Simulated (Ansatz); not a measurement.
`B/C=C/[Se][SiH3]` and `B/C=C/CO` differ in one atom or group.

Ansatz, PBE0-D4/def2-TZVP geometries, multiplicity 1. Each molecule was computed in one conformer, which needn't be the lowest.

Scalar relativity is left out up to krypton.

```json
{"property": "size of the dipole moment (ωB97M-V/def2-TZVPP) / D", "`B/C=C/[Se][SiH3]`": "1.95"}
{"property": "HOMO–LUMO gap (PBE/def2-TZVPP) / eV", "`B/C=C/[Se][SiH3]`": "3.08"}
{"property": "size of the dipole moment (B3LYP/def2-TZVPP) / D", "`B/C=C/[Se][SiH3]`": "2.17"}
{"property": "LUMO energy (PBE/def2-TZVPP) / eV", "`B/C=C/[Se][SiH3]`": "-2.93"}
{"property": "size of the dipole moment (PBE/def2-TZVPP) / D", "`B/C=C/[Se][SiH3]`": "2.39"}
{"property": "HOMO energy (B3LYP/def2-TZVPP) / eV", "`B/C=C/[Se][SiH3]`": "-6.71"}
```

Problem. Give the same properties after the change, and the shifts. (Estimate.)

Solution. Ansatz gave: 
```tsv
property	`B/C=C/CO`	shift
size of the dipole moment (ωB97M-V/def2-TZVPP) / D	1.03	-0.92
HOMO–LUMO gap (PBE/def2-TZVPP) / eV	3.58	0.50
size of the dipole moment (B3LYP/def2-TZVPP) / D	1.08	-1.09
LUMO energy (PBE/def2-TZVPP) / eV	-3.07	-0.14
size of the dipole moment (PBE/def2-TZVPP) / D	1.22	-1.17
HOMO energy (B3LYP/def2-TZVPP) / eV	-7.88	-1.17
```

With PBE0 the HOMO falls by 1.18 eV and the LUMO falls by 0.06 eV, so the gap widens by about 1.12 eV. PBE moves the HOMO by -0.64 eV and ωB97M-V by -1.48 eV. Dipoles are sizes alone; their direction can turn.

B3LYP here is the variant with VWN-RPA as its local correlation; programs differ in this.

Spin–orbit coupling is left out; it splits and shifts lone-pair levels of the heavy atoms by tenths of an eV.
